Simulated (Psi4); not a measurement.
C$_{3}$H$_{7}$O (SMILES CC(C)[O]), doublet, at a GFN2-xTB geometry, with bond 9-3 at 1.3 times its length; CAM-B3LYP/def2-SVP (Psi4).

Psi4 was given this input:
```
memory 2 GB

molecule mol {
0 2
  C    -1.153561   -0.849731    0.007850
  C    -0.057857    0.220170   -0.206277
  C     1.362176   -0.391880   -0.209078
  O    -0.194521    1.310222    0.509493
  H    -1.025584   -1.277119    0.999685
  H    -1.076431   -1.637088   -0.736138
  H    -2.138075   -0.392715   -0.042456
  H    -0.211267    0.560326   -1.267458
  H     1.616823   -0.931418    1.072695
  H     1.443173   -1.178534   -0.953400
  H     2.101742    0.378909   -0.408049
}

set basis def2-svp
set reference uks
set scf_type dfdirj+link

energy('cam-b3lyp')
print_variables()
```

The log (banner, timings and long lists left out):

```
   => Loading Basis Set <=

    Name: DEF2-SVP
    Role: ORBITAL
    Keyword: BASIS

Traceback (most recent call last):
  File "psi4", line 375, in <module>
  File "<string>", line 33, in <module>
  File "site-packages/psi4/driver/driver.py", line 533, in energy
  File "site-packages/psi4/driver/procrouting/proc.py", line 2760, in run_scf
  File "site-packages/psi4/driver/procrouting/proc.py", line 1939, in scf_helper
  File "site-packages/psi4/driver/procrouting/proc.py", line 1433, in scf_wavefunction_factory
  File "site-packages/psi4/driver/procrouting/proc.py", line 1397, in build_functional_and_disp
  File "site-packages/psi4/driver/procrouting/dft/superfunctionals.py", line 135, in build_superfunctional

psi4.driver.p4util.exceptions.ValidationError: SCF: SCF_TYPE (DFDIRJ+LINK) not supported for range-separated functionals, plese use SCF_TYPE = 'DF' to automatically select the correct JK build.

Printing out the relevant lines from the Psithon --> Python processed input file:
    ""","mol")
    core.IO.set_default_namespace("mol")
    core.set_global_option("BASIS", "def2-svp")
    core.set_global_option("REFERENCE", "uks")
    core.set_global_option("SCF_TYPE", "dfdirj+link")
--> energy('cam-b3lyp')
    print_variables()

!----------------------------------------------------------------------------------!
!                                                                                  !
!  SCF: SCF_TYPE (DFDIRJ+LINK) not supported for range-separated functionals,      !
!     plese use SCF_TYPE = 'DF' to automatically select the correct JK build.      !
!                                                                                  !
!----------------------------------------------------------------------------------!
```

The input was rejected before any calculation.
